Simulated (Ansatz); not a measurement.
Calculated with Ansatz (gas phase, PBE0-D4/def2-TZVP geometries, no zero-point term in ΔE). CBS: MP2 limit from def2 TZ/QZ plus the TZ coupled-cluster correction, frozen cores. This one scheme is used for every species. DFT in def2-TZVPP. For Br outer-core shells are correlated without core-valence functions, which leaves a few kJ/mol of doubt a bond. Scalar relativity is left out up to krypton. One conformer a species, not always the lowest.

`C[CH2][AlH][Br]` + H₂ → `[CH3][AlH][Br]` + CH₄  (hydrogenolysis of a C–C bond)

CCSD(T)/CBS gives -83.7 kJ/mol.

Problem. Another level gave -84.8 kJ/mol. Which?
A. PBE0-D4/def2-TZVPP
B. CAM-B3LYP/def2-TZVPP
C. revPBE-D4/def2-TZVPP
D. LC-ωPBE/def2-TZVPP

Solution. A. PBE0-D4 -84.8, LC-ωPBE -90.1, revPBE-D4 -76.9, CAM-B3LYP -94.1 kJ/mol.

Largest T1 diagnostic among the species: 0.008.

The D4 term adds +8.9 kJ/mol with B3LYP and +4.9 kJ/mol with PBE0; it sums over pairs of atoms, weighted by their polarisabilities, and B3LYP, whose exchange is more repulsive, gets the larger term. Leaving LDA and LC-ωPBE aside and taking each functional with its dispersion term where it has one, the values, not all of them listed here, spread over 16.6 kJ/mol, from B97M-V to revPBE-D4. LDA lies +7.3 kJ/mol from PBE without D4.

B3LYP here is the variant with VWN-RPA as its local correlation; programs differ in this.
